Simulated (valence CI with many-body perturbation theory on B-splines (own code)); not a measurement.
# Tb33+: what the settings do

Computed by valence CI with perturbative core correlation (CI+MBPT): four valence electrons over a frozen Dirac-Fock core [Ar] 3d10, a basis of 6 s, 6 p, 5 d, 3 f, 1 g functions for each j, with the one-electron correlation potential Σ1, the two-electron term Σ2, the three-electron term Σ3, Breit, model QED; selected CI, second order for the rest, scaled by the run's own slope (own B-spline code, finite nucleus).

No measured spectrum was set against this ion. As an estimate, large intervals hold to a few tenths of a per cent, small ones and those within an open d or f shell to about a per cent.

The reference run has the lowest level (4s^2 4p1/2^2) J=0 and an ionisation energy of 1395.02 eV. Its largest variational space holds 9992 state functions.

Levels are named by their leading jj configuration (3d3/2^4 stands for four electrons in 3d with j = 3/2), which in mixed levels can hold well under half, so a name can repeat and another be missing. Letters in brackets count levels of one name in rising energy.

```tsv
Level	Reference (cm⁻¹)	Shift (cm⁻¹)
(4s^2 4p1/2 4p3/2) J=1	353109	-4.4
(4s^2 4p1/2 4p3/2) J=2	381375	+2.0
(4s^2 4p3/2^2) J=2	755739	-1.4
(4s^2 4p3/2^2) J=0	818197	+11
(4s 4p1/2^2 4p3/2) J=2	949464	-27
(4s 4p1/2^2 4p3/2) J=1	1046710	+54
(4s 4p1/2 4p3/2^2) J=2 [a]	1273070	-52
(4s^2 4p1/2 4d3/2) J=2	1327740	+22
(4s 4p1/2 4p3/2^2) J=3	1329010	-24
(4s 4p1/2 4p3/2^2) J=0	1389320	+0.2
(4s 4p1/2 4p3/2^2) J=1 [a]	1408600	+86
(4s 4p1/2 4p3/2^2) J=1 [b]	1449030	+111
```

The ionisation energy moves by +0.022 eV.

Which of these changes was made?
A. logarithmic knot step 0.27 → 0.33; Breit term on → off; QED terms on → off
B. lowest core n in screening and Σ2 1 → 3; cutoff of virtual states (hartree) 8450 → 9120
C. correlating orbitals by l 3 3 3 2 1 → 3 5 3 2 0
D. scale of Σ2 1 → -1

B. lowest core n in screening and Σ2 1 → 3; cutoff of virtual states (hartree) 8450 → 9120.
